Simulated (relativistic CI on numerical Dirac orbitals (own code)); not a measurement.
# d3 in a ligand field

Computed with a parametric ligand-field model of a d^n configuration (Racah B and C, spin-orbit zeta, crystal field), exact diagonalisation.

Field parameters in Wybourne normalisation: Oh B⁴₀ = 21Dq, B⁴₄ = √(5/14) B⁴₀. The field is a parameter set, without covalency, and values of 10Dq over about 45,000 cm⁻¹ lie beyond real compounds.

B = 1040 cm⁻¹, C = 3740 cm⁻¹ (C/B = 3.60), Oh, no spin-orbit coupling. Tanabe-Sugano data, E/B above the lowest term (Δ = |10Dq|; b, c mark the second and third term of a kind):

```csv
Δ/B,4A2,4T2,4T1,2E,2T1,2T2
1.0,0.00,1.00,1.79,15.68,15.76,16.13
3.0,0.00,3.00,5.29,16.51,16.99,18.58
5.0,0.00,5.00,8.68,16.90,17.64,20.68
7.0,0.00,7.00,11.92,17.15,18.03,22.33
9.0,0.00,9.00,15.00,17.34,18.28,23.50
11.0,0.00,11.00,17.92,17.49,18.47,24.36
13.0,0.00,13.00,20.68,17.61,18.61,25.05
15.0,0.00,15.00,23.29,17.72,18.72,25.64
17.0,0.00,17.00,25.79,17.82,18.81,26.15
19.0,0.00,19.00,28.19,17.91,18.89,26.60
21.0,0.00,21.00,30.51,17.99,18.95,27.00
23.0,0.00,23.00,32.78,18.06,19.01,27.35
25.0,0.00,25.00,35.00,18.12,19.05,27.67
27.0,0.00,27.00,37.18,18.18,19.10,27.96
29.0,0.00,29.00,39.34,18.24,19.14,28.22
31.0,0.00,31.00,41.47,18.29,19.17,28.46
33.0,0.00,33.00,43.58,18.34,19.20,28.67
35.0,0.00,35.00,45.68,18.39,19.23,28.87
37.0,0.00,37.00,47.77,18.43,19.25,29.05
39.0,0.00,39.00,49.84,18.47,19.28,29.22
41.0,0.00,41.00,51.91,18.51,19.30,29.37
43.0,0.00,43.00,53.97,18.54,19.32,29.52
45.0,0.00,45.00,56.03,18.58,19.33,29.65
47.0,0.00,47.00,58.08,18.61,19.35,29.77
```

The ground term stays 4A2.
